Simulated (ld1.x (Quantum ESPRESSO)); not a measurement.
# Ca: one change to a TM potential, before and after

ld1.x (Quantum ESPRESSO) 7.5 input, shortened:

```
&input
   title='Ca', zed=20., rel=1, dft='PZ', iswitch=3,
   config='[Ar] 3d0 4s1.5 4p0.5'
 /
 &inputp
   pseudotype=2, tm=.true., lloc=1,
   nlcc=.false.
 /
3
4S  1  0   1.50   0.00  3.20  3.20  0.0
3D  3  2   0.00   0.00  2.85  2.85  0.0
4P  2  1   0.50   0.00  3.95  3.95  0.0
 &test
   configts(1)='3d0 4s1.5 4p0.5'
 /
```

Change: all radii scaled by about 1.23 (s 3.94, p 4.86, d 3.52 bohr).

Cutoffs: the cutoffs (Ry, on a coarse ladder) from which the occupation-weighted sum of valence levels, in a spherical-Bessel basis at the reference potential, stays within 10 and 1 mRy of its value at 400 Ry; they do not see the model core or the augmentation charge, which bear on the density cutoff. Errors are all-electron minus pseudo energies relative to the spin-unpolarised reference configuration.

Task: Predict the effect on cutoff, ghosts and configuration errors.

Result: Both files are very soft, the changed one slightly softer (loose and tight cutoff 6 and 10 Ry → 6 and 8 Ry on this coarse ladder); the s channel binds one level more than in the base; the number of tests that count goes from 9 to 8; of the 8 tests that both files solve, the error grows in 5 and shrinks in 1 by more than 15 % and 0.3 meV (median size 19.5 → 50.0 meV); neither file shows a bound ghost at the reference potential, the only one tested.

```tsv
quantity	base	changed
cutoff, loose	6 Ry	6 Ry
cutoff, tight	10 Ry	8 Ry
bound ghosts	none	none
tests counted (converged, no solver errors)	9 of 9	8 of 9
error for 3d0 4s2 4p0, meV [ΔE -1.23 eV]	+3.4	+6.1
error for 3d0 4s1 4p0, meV [ΔE 5.23 eV]	+24	+144
error for 3d0 4s1.5 4p0, meV [ΔE 1.34 eV]	+1.7	+17
error for 3d0 4s1 4p1, meV [ΔE 1.26 eV]	+3.9	+4.7
error for 3d1 4s0 4p0, meV [ΔE 6.57 eV]	+971	+823
error for 3d0 4s0 4p1, meV [ΔE 8.36 eV]	+91	+83
error for 3d0 4s1.5 4p0.5 (spin-polarised), meV [ΔE -0.11 eV]	+15	+15
error for 3d0 4s1 4p0 (spin-polarised), meV [ΔE 5.03 eV]	+106	+319
```

Base: The cutoffs count occupied waves only; the empty 3d level needs 25 Ry at the loose tolerance. Changed file: The cutoffs count occupied waves only; the empty 3d level needs 18 Ry at the loose tolerance. Tests not counted: 3d1 4s1 4p0 (solver errors, printed error -10.4 eV).
